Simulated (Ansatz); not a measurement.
Relaxation of FH$_{5}$N$_{2}$OSi$_{2}$ (11 atoms, charge 0, multiplicity 1), to a largest force component of 0.015 eV/Å in at most 40 steps.

The calculation used RKS BHLYP-D4/def2-SVP in Ansatz.

```xyz
11
Properties=species:S:1:pos:R:3:forces:R:3
N 1.871 0.868 -0.309 -0.37 -0.65 -0.19
Si 0.201 0.851 0.042 0.30 1.04 -0.29
N -0.639 2.188 -0.707 -0.58 0.04 -0.05
Si -1.210 2.717 0.834 0.80 -0.02 -0.63
F -0.646 4.153 1.259 -0.21 0.28 0.09
O -0.313 1.513 1.496 0.31 -0.54 0.83
H 2.263 1.677 -0.758 0.03 0.17 0.12
H 2.289 0.025 -0.671 0.12 0.04 0.17
H -0.392 -0.460 -0.104 0.10 -0.60 -0.11
H -0.882 2.411 -1.653 0.06 0.04 -0.05
H -2.607 2.648 1.162 -0.56 0.21 0.10
```

Q: Where does it end, and by what steps?

A: The run converged. After 8 steps the energy has fallen by 0.179 eV; H7 moved furthest, 0.26 Å.

```csv
step,energy less start (eV),largest force component (eV/Å),accepted
0,0.0000,1.036,yes
1,-0.0950,0.350,yes
2,-0.1330,0.469,yes
3,-0.1258,0.691,no
4,-0.1703,0.217,yes
5,-0.1780,0.055,yes
6,-0.1786,0.031,yes
7,-0.1787,0.039,yes
8,-0.1788,0.005,yes
```

```xyz
11
Properties=species:S:1:pos:R:3
N 1.796 0.860 -0.505
Si 0.164 0.854 -0.058
N -0.805 2.136 -0.733
Si -1.186 2.712 0.838
F -0.596 4.167 1.181
O -0.261 1.483 1.460
H 2.354 1.697 -0.512
H 2.354 0.024 -0.489
H -0.307 -0.531 -0.207
H -0.997 2.438 -1.670
H -2.579 2.751 1.285
```

Whether the end is a true minimum wasn't checked by a vibrational analysis.

The run took 41 s on 2 threads of Arm Neoverse V1 (shared host), peak memory 0.28 GiB.
